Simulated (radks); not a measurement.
Results of a calculation; reference values are marked as such.
All-electron atom: Zr IV in [Kr] 4d1. Level of theory: scalar-relativistic Kohn-Sham, r2SCAN, spin-polarised, spherical densities, finite nucleus; open shells are filled with parallel spins first (spin-orbit coupling, left out, can overturn this in heavy ions); meta-GGA in the generalised Kohn-Sham scheme; Fermi nuclear charge, rms radius 4.2694 fm (a radial shooting solver on a logarithmic mesh with Libxc functionals).

Normalised radial functions P(r) = r R(r), r in bohr:

r         3d down
0.004858   0.0002
0.005566   0.0002
0.006326   0.0004
0.007247   0.0005
0.008303   0.0008
0.009513   0.0011
0.0109     0.0016
0.01249    0.0024
0.01431    0.0035
0.01639    0.0051
0.01863    0.0072
0.02134    0.0104
0.02445    0.0149
0.02801    0.0213
0.03209    0.0303
0.03677    0.0428
0.04212    0.0600
0.04826    0.0835
0.05485    0.1129
0.06284    0.1540
0.072      0.2075
0.08249    0.2757
0.0945     0.3607
0.1083     0.4641
0.124      0.5860
0.1421     0.7247
0.1615     0.8669
0.1851     1.0237
0.212      1.1770
0.2429     1.3139
0.2783     1.4214
0.3188     1.4854
0.3653     1.4944
0.4185     1.4429
0.4756     1.3412
0.5449     1.1855
0.6243     0.9957
0.7153     0.7911
0.8195     0.5915
0.9388     0.4145
1.076      0.2713
1.232      0.1640
1.401      0.0939
1.605      0.0470
1.838      0.0211
2.106      0.0083
2.413      0.0029
2.765      0.0008
3.167      0.0002
3.629      0.0000
4.124      0.0000
4.725      0.0000
5.413      0.0000
6.202      0.0000

3d down: eigenvalue -204.68 eV, 0 radial nodes, <r> = 0.452 bohr, 90 % of the charge inside 0.726 bohr.
